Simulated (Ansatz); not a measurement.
This geometry of BH₄SSb (7 atoms, charge 0, multiplicity 1) is a first-order saddle point.

Computed with RKS PBE-D4/def2-SVP in Ansatz.

```xyz
7
Properties=species:S:1:pos:R:3
S -0.543 -0.829 -1.337
B -0.703 0.205 0.094
Sb 1.158 0.696 1.340
H -1.848 -0.858 -1.758
H -1.785 0.648 0.412
H 2.091 1.027 -0.088
H 1.690 -0.957 1.291
```

Task: Which two structures does it join? (They come from a converged band through this point; their orientation in space is the band's.)

Result: No bond is made or broken.  The two ends are copies of one structure, up to a mirror image or an exchange of like atoms.

First end point:

```xyz
7
Properties=species:S:1:pos:R:3
S -0.873 -1.404 -0.868
B -0.558 0.208 -0.190
Sb 0.833 0.433 1.571
H -1.842 -1.087 -1.781
H -1.155 1.181 -0.601
H 1.840 1.529 0.683
H 1.817 -0.928 1.142
```

Last end point:

```xyz
7
Properties=species:S:1:pos:R:3
S -0.506 -0.357 -1.771
B -0.620 0.021 -0.038
Sb 1.073 1.094 0.995
H -1.765 -0.849 -1.983
H -1.639 -0.206 0.579
H 2.310 0.400 0.001
H 1.209 -0.170 2.171
```

Task: How far does it lie above each of them?

Result: 11.2 kJ/mol above the first and 11.1 kJ/mol above the second. This is the barrier of this one path; another mechanism may lie lower.

Time of the run: 3.8 min on 1 thread of Arm Neoverse V1 (shared host), peak memory 0.11 GiB.
